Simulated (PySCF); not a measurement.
**Worked example: dipole moment from atomic charges**

C2H5AlO, SMILES C=[CH][AlH][OH]. Atoms are numbered in the order given.

```xyz
9

Al    -0.6090     0.7020     0.0000
H     -1.9388     1.5710     0.0000
C     -0.5409    -1.2349     0.0000
C      0.6382    -1.8784     0.0000
H     -1.4465    -1.8581     0.0000
H      0.7163    -2.9738     0.0000
H      1.5906    -1.3340     0.0000
O      0.9175     1.4671     0.0000
H      1.0715     2.4124     0.0000
```

Geometry optimised at PBE0-D3(BJ)/def2-SVP. The values are those of a single conformer.

Charges (e) from M06-2X/def2-TZVP run with PySCF:

```
atom  Mulliken     IAO
----  --------  ------
Al1      0.529   1.037
H2      -0.098  -0.229
C3      -0.339  -0.519
C4      -0.249  -0.242
H5       0.138   0.146
H6       0.128   0.143
H7       0.148   0.146
O8      -0.582  -0.847
H9       0.326   0.366
```

The dipole moment of the full density is 0.55 D.

### Question
What dipole moment does each set of point charges give, and which comes closer to that of the density?

### Answer

μ = Σ q r, and 1 e Å = 4.8032 D.
Mulliken: Σ q r = (-0.165, 0.202, 0.000) e Å, |μ| = 1.25 D.
IAO: Σ q r = (-0.323, 0.213, 0.000) e Å, |μ| = 1.86 D.
Mulliken comes closer in size. Point charges leave out the atoms' own dipoles (lone pairs, polarised bonds); fits to the potential absorb them, partitions of the density don't.
